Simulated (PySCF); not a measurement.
Compounds:
1. SMILES c1pcpcp1, C3H3P3
2. SMILES C/N=C\C1=CC=CC12CC2, C9H11N
3. SMILES CN(C)[SiH2]O, C2H9NOSi
4. SMILES C=CC(=C)O[SiH2]C[SiH3], C5H12OSi2
5. `C#Cc1cc(C#N)cnn1`, C7H3N3
6. propiolaldehyde (SMILES C#CC=O)

- shieldings: GIAO PBE0/pcSseg-1
- geometry: GFN2-xTB
- code: PySCF 2.14
- one computed conformer, gas phase, fast rotation and ring inversion assumed for equivalent nuclei, non-relativistic Hamiltonian

References, each an isolated molecule treated in the same way: 1H and 13C against TMS. Shifts are as computed. Against solution values, carbons near 30 ppm lie about +3 ppm off and those near 130 ppm about +5 ppm. Of 1211 compounds with measured shifts, 218 miss one by over three times the rms of a fit or turn the order of signals round; such compounds aren't used in these exercises. OH and NH positions are gas-phase values without hydrogen bonding to other molecules.

Q: Which show a 1H signal below 0.7 ppm from a carbon-bound hydrogen?

A: 4 (-0.09: hydrogen on an sp3 CH2 bonded to 2 Si).

Q: Which show a 1H signal above 9 ppm from a carbon-bound hydrogen?

A: 1 (11.03: hydrogen on an aromatic CH); 5 (9.54: hydrogen on an aromatic CH next to a ring nitrogen); 6 (9.50: hydrogen on an aldehyde carbonyl carbon).

Q: Which show a 13C signal below 10 ppm?

A: 4 (-5.6: sp3 CH2 bonded to 2 Si).

Q: Which give exactly 3 13C signals?

A: 6 (δ 181.1, 92.1, 84.8).
